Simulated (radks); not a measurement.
Q: These are the eigenvalues of the occupied orbitals of an atom or ion with whole-number occupations (eV). Method: scalar-relativistic Kohn-Sham, HCTH/407, spin-polarised, spherical densities, finite nucleus; Fermi nuclear charge, rms radius of each element as measured or else 0.836 A^(1/3) + 0.57 fm; computed with a radial shooting solver on a logarithmic mesh with Libxc functionals.

orbital  eigenvalue
1s up     -10280.53
1s down   -10279.65
2s up     -1315.834
2s down   -1315.023
2p up     -1153.761
2p down   -1152.955
3s up     -199.2743
3p up     -149.7792
3p down   -147.8300
3d up      -68.4474
3d down    -66.8856
4d up      -19.2013

Which element is it, and in what charge state? The configuration may be excited. Open shells, if any, are filled with parallel spins first.

A: Z = 31, gallium, charge +3: Ga3+ in [Ne] 3s1 3p6 3d10 4d1. The list shows which subshells hold electrons but not how many an open one holds; the 1s level, -377.8 hartree, gives Z - s = 27.5 by -(Z - s)^2/2, which with screening and relativity narrows Z to a few neighbours, and the depths of the outer levels then fix element, charge and occupations together.
